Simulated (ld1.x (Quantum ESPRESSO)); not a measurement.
What the settings do to the TM potential of aluminium (Al)

Base potential:

aluminium (Al), norm-conserving Troullier–Martins (Kleinman–Bylander form), made with ld1.x (Quantum ESPRESSO) 7.5 (PBEsol, scalar-relativistic). Core [Ne], reference 3s2 3p1. Waves: 3s (bound): rc 2.30 bohr; 3d channel at 0.35 Ry: rc 2.40 bohr; 3p (bound): rc 1.70 bohr. Local part: the p channel. Core correction: Bessel-smoothed model core, default radius (core density twice the valence density).

Cutoffs, loose and tight: the cutoffs (Ry, on a coarse ladder) from which the occupation-weighted sum of valence levels, in a spherical-Bessel basis at the reference potential, stays within 10 and 1 mRy of its value at 400 Ry. They do not see the model core or the augmentation charge, which bear on the density cutoff. Test errors are all-electron minus pseudo excitation energies from the reference, over the configurations 3s2 3p0; 3s1 3p0; 3s2 3p0.5; 3s1 3p2; 3s1 3p1; 3s0 3p3; 3s2 3p1.3. A dash means not determined; rows that change the core or the reference have their own tests.

The default core radius of the base comes out at 1.31 bohr.

| change | outcome | cutoff, loose | cutoff, tight | bound ghosts | largest test error (meV) |
| --- | --- | --- | --- | --- | --- |
| base | generated | 10 Ry | 35 Ry | none | -14 |
| fully relativistic | generated | 10 Ry | 35 Ry | none | -14 |
| all radii but the core radius scaled by about 1.08 (s 2.50, p 1.84, d 2.60 bohr) | generated | 8 Ry | 25 Ry | none | -34 |
| wave 3d channel at 0.35 Ry: rc 2.40 bohr becomes 3d channel at -0.08 Ry: rc 2.40 bohr | generated | 10 Ry | 35 Ry | none | -14 |
| wave 3d channel at 0.35 Ry: rc 2.40 bohr becomes 3d channel at 0.35 Ry: rc 2.08 bohr | generated | 10 Ry | 35 Ry | none | -14 |
| type ultrasoft; waves now 3s (bound): rcut 2.00, rcutus 2.30 bohr; 3s channel at 0.3 Ry: rcut 2.00, rcutus 2.30 bohr; 3p (bound): rcut 1.50, rcutus 1.70 bohr; 3p channel at 1.5 Ry: rcut 1.50, rcutus 1.70 bohr; 3d channel at 0.35 Ry: rcut 2.10, rcutus 2.40 bohr; local potential all-electron potential smoothed inside 2.15 bohr (lloc = -1); augmentation PSQ, radius 1.35 bohr | generated | 6 Ry | 12 Ry | none | -13 |

Problem. What comes out with this change to the base: core [He], valence charge 11; reference 2s2 2p6 3s2 3p1; waves now 2s (bound): rc 0.90 bohr; 3d channel at 0.35 Ry: rc 0.90 bohr; 2p (bound): rc 1.10 bohr; core correction none?

Solution. outcome: generated, misses its reference levels by 0.36 eV; cutoff, loose: 160 Ry; cutoff, tight: 300 Ry; bound ghosts: none; largest test error (meV): +2061.

Problem. What comes out with this change to the base: wave 3s (bound): rc 2.30 bohr becomes 3s (bound): rc 3.16 bohr?

Solution. outcome: generated; cutoff, loose: 6 Ry; cutoff, tight: 30 Ry; bound ghosts: none; largest test error (meV): -127.

Problem. What comes out with this change to the base: core correction none?

Solution. outcome: generated; cutoff, loose: 10 Ry; cutoff, tight: 35 Ry; bound ghosts: none; largest test error (meV): +16.
